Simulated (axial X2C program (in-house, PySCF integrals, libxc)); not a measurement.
Outer orbitals of AlTa at 2.620 Å, BHandHLYP

All values were computed with an axial X2C code built on PySCF integrals. Spin-free means the one-electron spin-free X2C Hamiltonian; two-component (2c) means X2C with spin–orbit coupling and atomic mean-field two-electron Coulomb and Gaunt terms, so the difference of the two also holds small scalar two-electron terms. Basis: Ta dyall-cv3z [13s14p9d7f4g], Al dyall-v3z [8s8p2d1f] (cores contracted in-house); Gaussian nuclei, density fitting, unrestricted open shells. Masses: Ta 180.948 u, Al 26.982 u.

The distance is close to the 2c PBE0 minimum; the highest filled and lowest empty levels are listed.

Spin-free orbitals, state M_S = 2, Λ = 2 (beyond evenly filled blocks: σα, π+α, π-α, δ+α) (Löwdin shares):

```csv
symmetry,occupied,ε (eV),atomic character
φ+α,yes,-32.23,100% Ta f
δ+α,yes,-32.11,100% Ta f
φ-α,yes,-32.06,100% Ta f
π+α,yes,-32.05,100% Ta f
δ-α,yes,-32.04,100% Ta f
π-α,yes,-32.03,100% Ta f
σα,yes,-32.02,100% Ta f
φ-β,yes,-31.93,100% Ta f
φ+β,yes,-31.93,100% Ta f
δ+β,yes,-31.82,100% Ta f
δ-β,yes,-31.82,100% Ta f
π-β,yes,-31.75,100% Ta f
π+β,yes,-31.75,100% Ta f
σβ,yes,-31.73,100% Ta f
σα,yes,-10.98,"53% Al s, 18% Ta s, 14% Ta d"
σβ,yes,-9.50,"62% Al s, 17% Ta s, 9% Ta p"
σα,yes,-6.39,"49% Ta s, 26% Al p, 14% Ta d"
δ+α,yes,-6.33,99% Ta d
π+α,yes,-6.23,"77% Ta d, 15% Al p, 4% Al d"
π-α,yes,-5.97,"73% Ta d, 18% Al p, 4% Al d"
σα,yes,-5.93,"55% Ta d, 27% Al p, 11% Al s"
σβ,yes,-5.30,"50% Ta s, 29% Al p, 12% Ta p"
π-β,no,-1.35,"58% Al p, 21% Ta d, 18% Ta p"
π+β,no,-1.35,"58% Al p, 21% Ta d, 18% Ta p"
π+α,no,-1.21,"47% Ta p, 34% Al p, 16% Ta d"
π-α,no,-1.08,"44% Ta p, 34% Al p, 19% Ta d"
```

Spinors with spin–orbit coupling (state Ω = 4):

```tsv
ω	occupied	ε (eV)	atomic character	λ mixture
-5/2	yes	-33.22	100% Ta f	88% φ, 12% δ
5/2	yes	-33.17	100% Ta f	83% φ, 17% δ
-3/2	yes	-33.16	100% Ta f	77% δ, 23% π
-1/2	yes	-33.11	100% Ta f	64% π, 36% σ
3/2	yes	-33.10	100% Ta f	66% δ, 34% π
1/2	yes	-33.08	100% Ta f	50% π, 50% σ
7/2	yes	-31.47	100% Ta f	100% φ
5/2	yes	-31.31	100% Ta f	83% δ, 17% φ
3/2	yes	-31.19	100% Ta f	66% π, 34% δ
-7/2	yes	-31.18	100% Ta f	100% φ
1/2	yes	-31.12	100% Ta f	50% σ, 50% π
-5/2	yes	-31.09	100% Ta f	88% δ, 12% φ
-1/2	yes	-31.07	100% Ta f	64% σ, 36% π
-3/2	yes	-31.06	100% Ta f	77% π, 23% δ
1/2	yes	-10.96	54% Al s, 18% Ta s, 14% Ta d	100% σ
-1/2	yes	-9.54	62% Al s, 17% Ta s, 9% Ta p	100% σ
1/2	yes	-6.38	49% Ta s, 25% Al p, 15% Ta d	100% σ
3/2	yes	-6.13	76% Ta d, 16% Al p, 4% Al d	99% π, 1% δ
-1/2	yes	-6.11	74% Ta d, 17% Al p, 4% Al d	98% π, 2% σ
5/2	yes	-6.06	99% Ta d	100% δ
1/2	yes	-5.94	54% Ta d, 28% Al p, 11% Al s	98% σ, 2% π
-1/2	yes	-5.30	49% Ta s, 30% Al p, 12% Ta p	100% σ
1/2	no	-1.39	57% Al p, 20% Ta d, 20% Ta p	98% π, 2% σ
-3/2	no	-1.34	57% Al p, 24% Ta d, 15% Ta p	97% π, 3% δ
-1/2	no	-1.20	46% Ta p, 33% Al p, 18% Ta d	97% π, 3% σ
3/2	no	-1.15	44% Ta p, 36% Al p, 17% Ta d	98% π, 2% δ
```

(1) How does the gap between the highest filled and lowest empty level change from the spin-free to the 2c table?

Mulliken charges and populations of the two-component result (they depend on the basis, above all on diffuse functions):

Ta -0.13 e (s 11.59 p 24.19 d 23.34 f 14.01), Al 0.13 e (s 5.81 p 6.98 d 0.07 f 0.01). ⟨Lz⟩ = 2.05 ħ and ⟨Sz⟩ = 1.95 ħ (1.64 and 0.31 on the two atoms), which add up to Ω.

Density functionals use the spin component along the axis (collinear). Without a current term, density functionals place determinants with orbital angular momentum somewhat too high. The state is one determinant with fixed occupations, lowest in a PBE0 search at one distance only: followed along the bond, the 2c determinant Ω = 3 reaches 0.03 eV lower at PBE0, at Re = 2.525 Å, so the state shown is not the lowest. With several unpaired electrons one determinant need not be a pure state. A state of lower Ω lies just above, and one determinant can place such states too high, so the state shown need not be the lowest. The search has Ω = 3 only 0.01 eV up. Open-shell Ω = 0 determinants with evenly filled partner blocks cannot be reached by this program, so the Ω shown need not be the lowest component.

## Answers

(1) From 3.95 to 3.91 eV at BHandHLYP, a change of -0.04 eV.
